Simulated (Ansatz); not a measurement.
RuO₄. Total charge 0; triplet. Geometry PBE-D4/def2-SVP, that of the neutral singlet; atoms count from 1.

| atom | x (Å) | y (Å) | z (Å) |
| --- | --- | --- | --- |
| Ru1 | 0.000 | 0.000 | 0.000 |
| O2 | 0.329 | -0.719 | -1.499 |
| O3 | -0.768 | 1.491 | -0.245 |
| O4 | 1.451 | 0.243 | 0.840 |
| O5 | -1.012 | -1.015 | 0.903 |

In the def2 sets Ru takes a core potential; there is no spin–orbit coupling. At PBE0-D4/def2-TZVP a singlet of charge 0 lies 2.15 eV below the triplet at the same geometry.

Estimate the Mulliken populations from the PBE0/def2-TZVP orbitals of Ansatz.


| atom | charge (e) | spin (α − β) | d electrons |
| --- | --- | --- | --- |
| Ru1 | 1.64 | 0.31 | 5.63 |
| O2 | -0.47 | 0.10 | – |
| O3 | -0.47 | 0.10 | – |
| O4 | -0.35 | 0.74 | – |
| O5 | -0.35 | 0.74 | – |
Mulliken values depend strongly on the basis.

Where does the spin sit?

Summed by element: Ru 0.31, O 1.69, of 2 unpaired in all. Largest on single atoms: O4 0.74, O5 0.74, Ru1 0.31.

And the Mayer bond orders between heavy atoms (over 0.3)?

Ru1–O2 1.58 (1.69 Å); Ru1–O3 1.58 (1.69 Å); Ru1–O4 1.23 (1.69 Å); Ru1–O5 1.23 (1.69 Å).
